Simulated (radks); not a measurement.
Valence configurations of Pd+ (all share [Kr]). Calculated with a radial shooting solver on a logarithmic mesh with Libxc functionals: scalar-relativistic Kohn-Sham, PBE, spin-polarised, spherical densities, point nucleus; open shells are filled with parallel spins first (spin-orbit coupling, left out, can overturn this in heavy ions). Energies are relative to 4d9; eigenvalues in eV for spin up.

| valence | E (eV) | moment (Bohr magnetons) | e(4d) | e(5p) | e(5s) |
|---|---|---|---|---|---|
| 4d9 | 0.000 | 1 | -14.931 | - | - |
| 4d8.5 5s0.5 | 1.636 | 2 | -16.781 | - | -12.134 |
| 4d8 5s1 | 3.488 | 3 | -18.675 | - | -13.047 |
| 4d8.5 5p0.5 | 4.195 | 2 | -17.477 | -7.428 | - |
| 4d8 5s0.5 5p0.5 | 6.197 | 3 | -19.356 | -8.027 | -13.476 |
| 4d8 5p1 | 8.935 | 3 | -20.017 | -8.389 | - |
| 4d7 5s0.5 5p1.5 | 17.029 | 5 | -24.486 | -9.815 | -15.944 |
| 4d7 5p2 | 20.103 | 5 | -25.092 | -10.134 | - |
| 4d6 5s0.5 5p2.5 | 30.212 | 7 | -29.624 | -11.410 | -18.185 |

NIST lists [Kr] 4d9 as the ground configuration; this level of theory agrees among the configurations tried. The energies are those of spherical high-spin densities, not of single terms.
